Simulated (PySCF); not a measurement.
## Property card for `[SiH2]1O[SiH2]O[SiH2]O[SiH2]O1`

Species: H8O4Si4.
Atom-mapped SMILES: `[O:1]1[SiH2:2][O:3][SiH2:4][O:5][SiH2:6][O:7][SiH2:8]1` (hydrogens: H9, H10 on Si2; H11, H12 on Si4; H13, H14 on Si6; H15, H16 on Si8)

Structural features include: Si–H bond and siloxane link.

**GFN2-xTB geometry**

| Quantity | Value |
| --- | --- |
| Point group of the GFN2-xTB geometry | D4h |
| Rotational constants A, B, C of the GFN2-xTB geometry | 1.138, 1.133, 0.584 GHz |

PBE0/pcSseg-1 ground state and GIAO shieldings, non-relativistic (PySCF):

| Quantity | Value |
| --- | --- |
| Dipole moment | 0.00 D by symmetry (numerical residue 0.01 D) |
| HOMO energy | -8.24 eV |
| LUMO energy | 0.82 eV |
| HOMO–LUMO gap | 9.06 eV |
| Lowest Hirshfeld atomic charge | -0.30 e on O1/O3/O5/O7 |
| Highest Hirshfeld atomic charge | +0.47 e on Si2/Si4/Si6/Si8 |
| 1H chemical shifts (computed TMS as zero) by class | 5.15 (H9/H10/H11/H12/H13/H14/H15/H16) ppm |
| Isotropic shieldings of nuclei other than C and H, by class | 243 (O1/O3/O5/O7), 403 (Si2/Si4/Si6/Si8) ppm |
| Mayer bond orders between heavy atoms | O1–Si2 0.95, Si2–O3 0.95, O3–Si4 0.95, Si4–O5 0.95, O5–Si6 0.95, Si6–O7 0.95, O7–Si8 0.95, Si8–O1 0.95 |

Monoisotopic mass (most abundant isotopes): 183.9500 u.

The rotational constants are those of an oblate symmetric top; the small spread among constants that symmetry makes equal is optimisation noise. With B = h/(8π²I), that is 505.379 GHz u Å² over I, the principal moments of inertia are 443.9, 446.1 and 864.9 u Å² (most abundant isotopes); the inertial defect Ic − Ia − Ib is -25.1 u Å² (zero for a rigid planar frame, negative otherwise). Point group D4h forbids a permanent dipole, so the rigid molecule has no electric-dipole pure rotational spectrum.

Isolated species at its GFN2-xTB geometry, gas phase.
